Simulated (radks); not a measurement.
All-electron atom: Re in [Xe] 4f14 5d3 6s2 5f2 (not the ground configuration). All-electron calculation, scalar-relativistic Kohn-Sham, BLYP, spin-unpolarised, spherical densities, finite nucleus; Fermi nuclear charge, rms radius 5.3698 fm. Program: a radial shooting solver on a logarithmic mesh with Libxc functionals.

Normalised radial functions P(r) = r R(r), r in bohr:

```
   r/bohr * 5d (the largest magnitude, 0.846, reaches the edge; | marks zero)
0.0007958                             *
0.0009413                             *
 0.001122                             *
 0.001328                             *
 0.001583                             *
 0.001888                             *
 0.002233                             *
 0.002663                             *
  0.00315                             *
 0.003757                             *
 0.004444                             *
 0.005299                             *
 0.006319                             *
 0.007475                             *
 0.008913                             *
  0.01054                             *
  0.01257                             *
  0.01499                             *
  0.01774                             *
  0.02115                             |*
  0.02502                             |*
  0.02983                             |*
  0.03557                             | *
  0.04208                             |  *
  0.05018                             |   *
  0.05936                             |    *
  0.07078                             |     *
  0.08372                             |      *
  0.09984                             |       *
    0.119                             |       *
   0.1408                             |      *
   0.1679                             |    *
   0.1986                             |*
   0.2369                         *   |
   0.2825                     *       |
   0.3341                 *           |
   0.3984                 *           |
   0.4713                   *         |
    0.562                         *   |
   0.6648                             |   *
   0.7928                             |           *
   0.9453                             |                   *
    1.118                             |                        *
    1.333                             |                          *
    1.577                             |                         *
    1.881                             |                      *
    2.243                             |                 *
    2.653                             |            *
    3.164                             |       *
    3.743                             |    *
    4.463                             | *
    5.322                             |*
    6.295                             *
    7.507                             *
     8.88                             *
    10.59                             *
    12.53                             *
    14.94                             *
    17.81                             *
    21.07                             *
    25.12                             *
    29.72                             *
    35.44                             *
```

5d: eigenvalue -19.451 eV, 2 radial nodes at r = 0.207, 0.615 bohr, <r> = 1.69 bohr, 90 % of the charge inside 2.58 bohr.
